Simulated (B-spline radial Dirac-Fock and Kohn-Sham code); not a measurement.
## Dipole and non-dipole photoemission parameters of Lu³⁺ 4d5/2

System: the Lu³⁺ ion, configuration 1s2 2s2 2p6 3s2 3p6 3d10 4s2 4p6 4d10 4f14 5s2 5p6; threshold 227.4 eV (orbital energy of the model). Model: Dirac-Hartree-Slater photoionisation with a Latter tail; cross sections with all multipoles, angular parameters from the dipole term and its interference with E2. Program: a radial B-spline solver.

Input of the calculation (task.json; shells as n, l, electrons):

```json
{"items": [{
  "Z": 71,
  "q": 3,
  "cfg": [[1, 0, 2], [2, 0, 2], [2, 1, 6], [3, 0, 2], [3, 1, 6], [3, 2, 10], [4, 0, 2], [4, 1, 6], [4, 2, 10], [4, 3, 14], [5, 0, 2], [5, 1, 6]],
  "A": 175,
  "rrms": 5.37,
  "do": "xps",
  "hv": [51.7, 60, 62.8, 76.7, 84.1, 100, 125.0, 184.0, 207.0, 213.0, 323.0, 635.0, 847.0, 1000, 1010.0, 1253.6, 1270.0, 1520.0, 1810.0, 2984.4, 3140.0, 3300.0, 4170.0, 6240.0, 6520.0, 8047.8, 8200.0, 9251.7, 9700.0, 15000]
}]}
```

Launch: `python xray2_run.py task.json out`

For linearly polarised light dσ/dΩ = σ/(4π) [1 + β P₂(cos θ) + (δ + γ cos²θ) sin θ cos φ], with θ from the polarisation vector and φ the angle between the beam and the projection of the electron momentum on the plane normal to the polarisation.

| hν (eV) | σ (kb) | β | γ | δ |
| --- | --- | --- | --- | --- |
| 323 | 231 | -0.969 | -0.313 | 0.164 |
| 635 | 381 | 0.732 | 0.161 | 0.029 |
| 847 | 288 | 1.030 | 0.054 | 0.006 |
| 1000 | 229 | 1.143 | -0.004 | 0.004 |
| 1010 | 226 | 1.149 | -0.007 | 0.004 |
| 1253.6 | 159 | 1.250 | -0.044 | 0.007 |
| 1270 | 155 | 1.255 | -0.045 | 0.007 |
| 1520 | 110 | 1.307 | -0.033 | 0.012 |
| 1810 | 76.7 | 1.336 | 0.013 | 0.019 |
| 2984.4 | 23.3 | 1.330 | 0.309 | 0.046 |
| 3140 | 20.4 | 1.323 | 0.351 | 0.050 |
| 3300 | 17.9 | 1.316 | 0.393 | 0.053 |
| 4170 | 9.42 | 1.269 | 0.607 | 0.073 |
| 6240 | 2.87 | 1.154 | 1.020 | 0.121 |
| 6520 | ? | ? | ? | ? |
| 8047.8 | 1.29 | 1.066 | 1.289 | 0.164 |
| 8200 | 1.21 | 1.059 | 1.309 | 0.168 |
| 9251.7 | 0.817 | 1.014 | 1.436 | 0.192 |
| 9700 | 0.698 | 0.996 | 1.486 | 0.203 |
| 15000 | 0.156 | 0.825 | 1.932 | 0.323 |

Question: Give the values at 6520 eV.

Answer: σ = 2.51 kb, β = 1.140, γ = 1.066, δ = 0.128.
